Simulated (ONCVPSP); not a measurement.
## Cu, ONCV: configuration errors across variants

ONCVPSP 4.0.1 input, shortened (lines: element, Z, core and valence counts, functional; n l f; lmax; l rc ep ncon nbas qcut; lloc lpopt rc5 dvloc0; l nproj debl; icmod fcfact rcfact), PBE, scalar-relativistic:

```
  Cu 29.00    5    2        4      upf
    1    0    2.00
    2    0    2.00
    2    1    6.00
    3    0    2.00
    3    1    6.00
    3    2   10.00
    4    1    1.00
    2
    0    2.70    0.17    4    8    2.10
    1    3.15    0.00    3    6    2.90
    2    1.00    0.00    5   10   15.90
    4    5    0.90    0.00
    0    2    3.10
    1    3    3.40
    2    2    2.70
    3    5.25    1.50
```

In the s channel the program set the typed energies aside and used 0.050, 3.150 Ha.

All-electron excitation energies from the reference (eV): (1) 3d10 4p0 4.012; (2) 3d9 4p0 25.344; (3) 3d9 4s2 4p0 -2.166.

A true bound ghost makes a file unfit for plane-wave use even where its test errors are small: the radial tests pick states by their node count and pass the ghost by.

Errors AE − PS in meV (a dash: test not solved or not reliable):

```
    change   (1)  (2)  (3)  bound ghosts  GHOST(+) flags above zero
      base  -1.7  -85  +55             s                          p
p: rc 2.32  -1.0  -71  +58             s                          p
p: rc 2.64  -1.2  -76  +56             s                          p
p: rc 3.24  -1.9  -87  +54             s                          p
p: rc 4.02  -3.7  -98  +54             s                          p
 p: rc 4.6  -3.9  -99  +53             s                          p
```

Q: Give the same row for: p: rc 3.68.

A: -3.2, -95, +54; bound ghosts: s; GHOST(+) flags above zero: p.
